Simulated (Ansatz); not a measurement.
Basis-set extrapolation for CH4BFN2 (`NC1(F)BN1`) (PBE0-D4/def2-TZVP geometry, frozen core, Ansatz 0.2.0). Multiplicity 1, RHF reference.

|  | def2-TZVPP | def2-QZVPP |
| --- | --- | --- |
| HF | -273.302335 | -273.314755 |
| MP2 correlation | -0.921597 | -0.992883 |
| CCSD(T) correlation | -0.980158 | not run |

Energies in hartree. Use E(X) = E(∞) + A·exp(−7.88·√X) for Hartree–Fock and E(X) = E(∞) + B·X^(−2.97) for correlation, with X = 3 and 4, and add CCSD(T) minus MP2 of the smaller set to the MP2 limit.

Task: What is the CCSD(T) energy at the basis-set limit?

Result: HF limit: -273.314755 + (-0.012420) × 0.13774 = -273.31647. MP2 limit: -0.992883 + (-0.071286) × 0.74074 = -1.04569. Higher-order term: -0.980158 − (-0.921597) = -0.05856. Total: -274.42072 hartree, 362.9 kJ/mol below CCSD(T)/def2-TZVPP.
